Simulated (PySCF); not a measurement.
Vertical excitations of a molecule CH7NOSi3 from PySCF 2.14.0 with TDA-PBE/def2-SVPD, as energy in eV (oscillator strength): 2.98 (0.000), 4.16 (0.002), 4.19 (0.016), 4.33 (0.001), 4.77 (0.006), 5.20 (0.024), 5.36 (0.000), 5.61 (0.007), 5.64 (0.058), 5.77 (0.022). Lowest triplet (TDA): 2.29 eV. Geometry optimised at TPSSh-D3(BJ)/def2-SVP. One conformer was computed; it need not be the lowest.

Which structure fits?
(A) [SiH3][Si@@H]1OC=N[SiH2]1
(B) O[Si@@H]1C=N[Si@H]1[SiH3]
(C) O=C=N[SiH]([SiH3])[SiH3]
(D) O[Si@H]1N=C([SiH3])[SiH2]1

D, O[Si@H]1N=C([SiH3])[SiH2]1
